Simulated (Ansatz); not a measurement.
CH$_{3}$Zn (SMILES [CH3][Zn+]), charge +1, singlet, at a GFN2-xTB geometry (such geometries of metal compounds can be far from the true shape). Base run: HF/pcseg-1 run with Ansatz (an electronic-structure program).

Geometry (Å):
```xyz
5

Zn    -0.3491    -0.2014    -0.2663
C      1.0938     0.6311     0.8343
H      1.5960    -0.2027     1.3338
H      0.5794     1.3026     1.5279
H      1.7361     1.1568     0.1216
```
Charge +1, spin multiplicity 1.
All else is at Ansatz's defaults.

Each row names what was changed in the base input (with any setting that the change needs).

```
change               basis functions       E (Eh)
-------------------  ---------------  -----------
base                              60  -1816.88347
basis = def2-SV(P)                44  -1816.84767
basis = 3-21G                     44  -1808.26491
basis = pc-1                      60  -1817.01011
basis = def2-SVP                  60  -1816.85817
basis = 6-31G**                   66  -1816.82461
basis = cc-pVDZ                   72  -1817.17130
basis = aug-cc-pVDZ              109  -1817.17384
basis = pc-2                     128  -1817.15623
basis = def2-TZVPP               137  -1817.14593
basis = aug-cc-pVTZ              208  -1817.18590
basis = def2-QZVP                231  -1817.18903
basis = cc-pVQZ                  249  -1817.18944
```

Totals compare only among sets that treat the same electrons; sets with core potentials leave the core out.
